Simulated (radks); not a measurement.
Values are calculated unless marked as measured or tabulated.
Spherical quantum dot in the effective-mass picture: electrons in a well V = -V0 / (1 + exp((r - R)/a)) with V0 = 8.44, R = 6.8, a = 0.27, with a point charge +2 (a donor) at the centre, all in effective atomic units (hartree* = m*/eps^2 hartree, bohr* = eps/m* bohr), one dielectric constant everywhere. Level of theory: non-relativistic Kohn-Sham, LDA (Slater exchange, Perdew-Wang correlation), spin-polarised, spherical densities (a radial shooting solver with Libxc functionals). Levels are named by radial order and angular momentum (1s, 1p, 1d, 2s, ...), and open shells are averaged over m.

N = 6, configuration 1s2 1p(up 3, down 0) 2s(up 1, down 0). This is the lowest configuration that the search found. Occupied and some empty levels:

level,occupation,eigenvalue (hartree*),<r> (bohr*)
1s up,1,-7.9925,1.045
1s down,1,-7.9744,1.009
2s up,1,-7.5986,4.056
1p up,3,-7.5581,4.125
2s down,0,-7.5179,4.085
1p down,0,-7.4765,4.117
1d up,0,-7.4248,4.431
1d down,0,-7.3425,4.456
1f up,0,-7.2585,4.639
1f down,0,-7.1782,4.671
2p up,0,-7.1011,3.386
1g up,0,-7.0605,4.805
2p down,0,-7.0465,3.350
1g down,0,-6.9829,4.837

Energy (hartree*): total -51.5270, kinetic 3.5670, external -59.204, Hartree 5.8220, exchange-correlation -1.7124.

Electron density:

r (bohr*),n(r) (e/bohr*^3)
0.142,2.010
0.497,0.5307
0.853,0.1576
1.21,0.05221
1.56,0.02006
1.92,0.01007
2.28,0.007256
2.63,0.006867
2.99,0.007204
3.34,0.007574
3.70,0.007636
4.05,0.007227
4.41,0.006318
4.77,0.005000
5.12,0.003487
5.48,0.002053
5.83,0.0009522
6.19,0.0003090
6.54,0.00006016
6.90,6.561e-06
